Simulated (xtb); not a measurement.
C$_{5}$H$_{5}$N, charge -1, doublet, geometry from GFN2-xTB (a state made from the parent by changing its charge; the spin is typed, not shown lowest); GFN-FF (xtb).

Here is a job for xtb.
```
$ xtb mol.xyz --gfnff --chrg -1 --uhf 1 --json

# file mol.xyz
11

C     -0.46926224     1.33866977     0.04416804
C     -1.34063257     0.23148516    -0.15690653
C     -0.83980818    -1.03142517    -0.19098206
N      0.48338475    -1.37895722    -0.04549729
C      1.30347217    -0.29127439     0.14734094
C      0.90633428     1.00744257     0.19778368
H     -0.82752945     2.36070275     0.07788898
H     -2.41048909     0.40080075    -0.28333621
H     -1.50399295    -1.88567391    -0.34506022
H      2.35844679    -0.55183637     0.26463705
H      1.63925076     1.79931966     0.35592693
```

Task: Write the output that xtb gives for this input, abridged.

Result: 
```
   ID    Z sym.   atoms
    1    6 C      1-3, 5, 6
    2    7 N      4
    3    1 H      7-11

           -------------------------------------------------
          |                Calculation Setup                |
           -------------------------------------------------

          ==================== Thresholds ====================
          CN  :   150.00000
          rep :   500.00000
          disp:  2500.00000
          HB1 :   250.00000
          HB2 :   450.00000

          Pauling EN used:
          Z : 1  EN :  2.20
          Z : 6  EN :  2.55
          Z : 7  EN :  3.04
          electric field strengths (au): 0.000

           -------------------------------------------------
          |           Force Field Initialization            |
           -------------------------------------------------

          distances ...
          ----------------------------------------
          generating topology and atomic info file ...
          pair mat ...
          computing topology distances matrix with Floyd-Warshall algo ...
          making topology EEQ charges ...
          #fragments for EEQ constrain: 1
          ----------------------------------------
          generating topology and atomic info file ...
          pair mat ...
          computing topology distances matrix with Floyd-Warshall algo ...
          making topology EEQ charges ...
          #fragments for EEQ constrain: 1
          rings ...
          # BATM   63
          # H in HB   0
          doing iterative Hueckel for 1 subsystem(s) ...
WARNING: probably wrong pi occupation for system 1. Second attempt with Nel=Nel-1!
 at,nb,topo%hyb,Npiel:           1 C              3           2           1
 at,nb,topo%hyb,Npiel:           2 C              3           2           1
 at,nb,topo%hyb,Npiel:           3 C              3           2           1
 at,nb,topo%hyb,Npiel:           4 N              2           2           1
 at,nb,topo%hyb,Npiel:           5 C              3           2           1
 at,nb,topo%hyb,Npiel:           6 C              3           2           1

          eigenvalues
 #    :           1          2          3          4          5          6
 occ. :        2.000      2.000      1.995      0.004      0.002      0.000
 eps  :        -4.780     -2.629     -1.835      2.394      2.679      4.967

  atom   neighbors  erfCN metchar sp-hybrid imet pi  qest     coordinates
    1  C       3    2.81   0.00         2    0    1  -0.087   -0.886777    2.529719    0.083465
    2  C       3    2.80   0.00         2    0    1  -0.075   -2.533428    0.437444   -0.296510
    3  C       3    2.85   0.00         2    0    1  -0.002   -1.587007   -1.949111   -0.360904
    4  N       2    1.93   0.00         2    0    1  -0.397    0.913465   -2.605851   -0.085977
    5  C       3    2.85   0.00         2    0    1  -0.002    2.463205   -0.550429    0.278434
    6  C       3    2.80   0.00         2    0    1  -0.075    1.712724    1.903791    0.373757
    7  H       1    0.97   0.00         0    0    0  -0.075   -1.563804    4.461082    0.147189
    8  H       1    0.97   0.00         0    0    0  -0.071   -4.555164    0.757404   -0.535428
    9  H       1    0.97   0.00         0    0    0  -0.073   -2.842135   -3.563407   -0.652069
   10  H       1    0.97   0.00         0    0    0  -0.073    4.456819   -1.042820    0.500092
   11  H       1    0.97   0.00         0    0    0  -0.071    3.097735    3.400221    0.672604

          #atoms :   11
          #bonds :   11
          #angl  :   16
          #tors  :   25
          #nmol  :   1
          #optfrag :   1
           -------------------------------------------------
          |                   G F N - F F                   |
          |          A general generic force-field          |
          |                  Version 1.0.3                  |
           -------------------------------------------------
          Number of HB bonds (bound hydrogen)     0
          Number of HB bonds (unbound hydrogen)   0
          Number of XB bonds                      0

         :::::::::::::::::::::::::::::::::::::::::::::::::::::
         ::                     SUMMARY                     ::
         :::::::::::::::::::::::::::::::::::::::::::::::::::::
         :: total energy              -3.278833859094 Eh    ::
         :: gradient norm              0.106403348155 Eh/a0 ::
         ::.................................................::
         :: bond energy               -2.279742226930 Eh    ::
         :: angle energy               0.004795673775 Eh    ::
         :: torsion energy             0.000000000000 Eh    ::
         :: repulsion energy           0.135305251014 Eh    ::
         :: electrostat energy        -1.126119544864 Eh    ::
         :: dispersion energy         -0.006249976330 Eh    ::
         :: HB energy                  0.000000000000 Eh    ::
         :: XB energy                  0.000000000000 Eh    ::
         :: bonded atm energy         -0.006823035759 Eh    ::
         :: external energy            0.000000000000 Eh    ::
         :: add. restraining           0.000000000000 Eh    ::
         :: total charge              -1.000000000000 e     ::
         :::::::::::::::::::::::::::::::::::::::::::::::::::::

           -------------------------------------------------
          |                Property Printout                |
           -------------------------------------------------

molecular dipole:
                 x           y           z       tot (Debye)
 q only:       -0.136       0.388       0.013       1.044

           -------------------------------------------------
          | TOTAL ENERGY               -3.278833859094 Eh   |
          | GRADIENT NORM               0.106403348155 Eh/α |
           -------------------------------------------------
########################################################################
[WARNING] Runtime exception occurred
-1- gfnff_setup: Could not read topology file.
########################################################################

normal termination of xtb
```
